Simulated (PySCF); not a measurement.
# Ionisation energy of Ni by level of theory

Ni [Ar] 3d8 4s2 [3d3/2^4 3d5/2^4, M_J = 4] → Ni+ [Ar] 3d9 [3d3/2^4 3d5/2^5, M_J = 5/2], as a difference of total energies. All numbers are calculated (PySCF 2.14, the two-component X2C-1e Hamiltonian, in x2c-SVPall-2c (5s5p3d1f, 42 functions)). Correlated levels: [Ne] frozen; the 6 highest virtual spinors dropped. "Screened" scales the spin-orbit matrix elements by Boettger's factors to mimic the two-electron term; Breit and QED terms are absent.

| method | ionisation energy (eV) | error (eV) |
| --- | --- | --- |
| GHF (spin-free) | 8.088 | +0.448 |
| GMP2 (spin-free) | 6.592 | -1.048 |
| GHF (screened spin-orbit) | 8.136 | +0.496 |
| GMP2 (screened spin-orbit) | 6.641 | -0.999 |

Reference: 7.640 eV (measured; NIST Atomic Spectra Database, ionization energies).

Errors of the correlated levels include the incompleteness of this basis and the frozen core.

The labels give the starting determinants; with spin-orbit coupling the two ends relaxed to ⟨J²⟩ = 20.01, ⟨L²⟩ = 12.01, ⟨S²⟩ = 2.00 and ⟨J²⟩ = 8.76, ⟨L²⟩ = 6.01, ⟨S²⟩ = 0.75.

MP2 underrates the near-degeneracy of ns² with np² in the lower species.
